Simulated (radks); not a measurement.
I II, 52 electrons, occupied as [Kr] 4d10 5s2 5p4. Calculated with a radial shooting solver on a logarithmic mesh with Libxc functionals: scalar-relativistic Kohn-Sham, Slater X-alpha with alpha = 0.667, spin-unpolarised, spherical densities, finite nucleus; Fermi nuclear charge, rms radius 4.75 fm.

Normalised radial functions P(r) = r R(r), r in bohr:

```
   r/bohr * 5p (the largest magnitude, 0.734, reaches the edge; | marks zero)
 0.002976                             *
 0.003969                             *
 0.005252                             *
 0.007004                             *
 0.009342                             |*
  0.01236                             |*
  0.01649                             | *
  0.02199                             |  *
  0.02933                             |   *
   0.0388                             |    *
  0.05176                             |     *
  0.06903                             |     *
  0.09134                             |   *
   0.1218                             *
   0.1625                        *    |
   0.2167                     *       |
   0.2867                       *     |
   0.3824                             | *
   0.5101                             |          *
   0.6749                             |            *
   0.9001                             |  *
    1.201                 *           |
    1.601     *                       |
    2.119  *                          |
    2.826        *                    |
    3.769                 *           |
    4.987                        *    |
    6.651                            *|
```

5p: eigenvalue -14.286 eV, 3 radial nodes at r = 0.119, 0.362, 0.959 bohr, <r> = 2.34 bohr, 90 % of the charge inside 3.48 bohr.
